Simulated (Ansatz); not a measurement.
A structure relaxed at PBE0-D4/def2-TZVP, charge 0, multiplicity 1:

| atom | x (Å) | y (Å) | z (Å) |
| --- | --- | --- | --- |
| N1 | 0.572 | -1.436 | 0.644 |
| Ge2 | -0.646 | -0.382 | -0.224 |
| C3 | -0.064 | 1.488 | -0.406 |
| Se4 | 1.466 | 2.091 | 0.196 |
| H5 | 1.463 | -1.481 | 0.166 |
| H6 | 0.754 | -1.128 | 1.590 |
| H7 | -1.957 | -0.394 | 0.580 |
| H8 | -0.860 | -0.951 | -1.637 |
| H9 | -0.728 | 2.193 | -0.910 |

(1) Give its formula and SMILES.

(2) Point group (tolerance 0.08 Å, 0.16 Å for H)?

(3) Summarise the bond lengths by kind.

Results:

(1) CH5GeNSe, `[NH2][GeH2][CH]=[Se]`.

(2) Cs.

(3) 1 × Ge–N 1.829 Å; 2 × H–N 1.012 Å; 1 × C–Ge 1.967 Å; 2 × Ge–H 1.538 Å; 1 × C–Se 1.752 Å; 1 × C–H 1.092 Å.

All numbers were calculated with Ansatz.
